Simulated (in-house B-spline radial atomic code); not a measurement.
**Ir6+: [Ne] 3s2 (3p1/2)1 (3p3/2)4 3d10 4s2 4p6 4d10 4f14 5s2 5p6 5d4 (with a hole in an inner shell)**

Computed with an all-electron radial atomic-structure program (B-spline basis): Dirac-Hartree-Fock, average of the jj configuration, Fermi nucleus of rms radius 5.4032 fm.

Effective charges: Z_r = [3n² - l(l+1)]/(2<r>) from the radius, Z_e = n√(-2ε) from the energy, and Slater's rules. Values are occupation-weighted means over j. An effective charge above Z reflects the relativistic contraction of the inner shells.

```csv
shell,electrons,ε (eV),<r> (bohr),Z_r,Z_e,Slater
1s,2,-76804,0.01744,86.03,75.13,76.70
2s,2,-13709,0.07286,82.35,63.49,72.85
2p,6,-12026,0.06572,76.08,59.46,72.85
3s,2,-3358.3,0.189,71.44,47.13,66.10
3p,5,-2810.9,0.1914,65.30,43.12,66.10
3d,10,-2255.5,0.1723,60.93,38.63,56.85
4s,2,-828.33,0.4199,57.15,31.21,50.10
4p,6,-655.66,0.444,51.80,27.77,50.10
4d,10,-430.51,0.4707,44.62,22.50,38.85
5s,2,-201.89,0.9589,39.11,19.26,20.35
4f,14,-181.79,0.5073,35.48,14.62,27.45
5p,6,-151.02,1.075,33.96,16.66,20.35
5d,4,-90.783,1.343,25.68,12.92,8.95
```

The least bound orbital is 5d5/2 at -90.03 eV, and it is also the most diffuse (<r> = 1.355 bohr). The part-filled 3p shell lies below the filled 5p shell in orbital energy.

For the 1s electron the small component carries 8.5 % of the norm, the zero-frequency Breit interaction raises the level by 274.8 eV, self-energy by 176 eV, and vacuum polarisation lowers it by 34.83 eV.
